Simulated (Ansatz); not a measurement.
AlF2 (SMILES [F][Al][F]), doublet, at a GFN2-xTB geometry (such geometries of metal compounds can be far from the true shape). Base run: SVWN5/pcseg-1 in Ansatz (a first-principles code).

Geometry (Å):
```xyz
3

Al    -0.0045     0.3492     0.0020
F      1.5548    -0.2322    -0.0013
F     -1.5483    -0.2723    -0.0016
```
Charge 0, spin multiplicity 2.
Orbitals are unrestricted.
All else is at Ansatz's defaults.
Base energy -439.85590 Eh.

The base run was repeated with changes; each row names its change, and settings that it needs were set with it.

```
change                                                         ΔE vs base (mEh)
-------------------------------------------------------------  ----------------
base                                                                      0.000
accuracy = high                                                           0.002
nuclear_model = gaussian                                                  0.167
lower_state_search = off                                                  0.000
lower_state_search = full                                                 0.000
fitting.mean_field = def2-universal-JKFIT                                -0.077
lower_state_search = light                                                0.000
final_grid = 4, 8, 17                                                    -0.040
point_charge = charge:1.0 position_ang:-2.5073, -1.524, 3.518            -2.786
final_grid = 6, 12, 29                                                    0.005
final_grid = 14, 28, 59                                                   0.000
```
